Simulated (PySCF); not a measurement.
Working out the ionisation energy of F²⁺

F²⁺ [He] 2s2 2p3 (4S) → F³⁺ [He] 2s2 2p2 (3P). All numbers are calculated (PySCF 2.14, no relativity, point nucleus, in 6-31G* (3s2p1d, 14 functions)). Frozen: 1s2. Energies in hartree (1 hartree = 27.21139 eV):

| part | F²⁺ (lower) | F³⁺ (upper) |
| --- | --- | --- |
| UHF | -97.559682 | -95.270539 |
| CCSD correlation | -0.058449 | -0.060700 |
| (T) | -0.000377 | -0.000280 |

**Question.** What does Hartree-Fock give?

**Answer.** (-95.270539) − (-97.559682) = 2.289143 hartree = 62.291 eV.

**Question.** What do CCSD and CCSD(T) give?

**Answer.** The CCSD correlation energies differ by -0.002251 hartree = -0.061 eV and the triples by 0.000097 hartree = 0.003 eV, so CCSD gives 62.230 eV and CCSD(T) 62.233 eV.

Reference: 62.708 eV (semi-empirical (NIST evaluation); NIST Atomic Spectra Database, ionization energies), between the lowest levels; spin-orbit coupling is absent from the calculation.

What remains against the reference includes basis incompleteness, the frozen core and higher excitations.
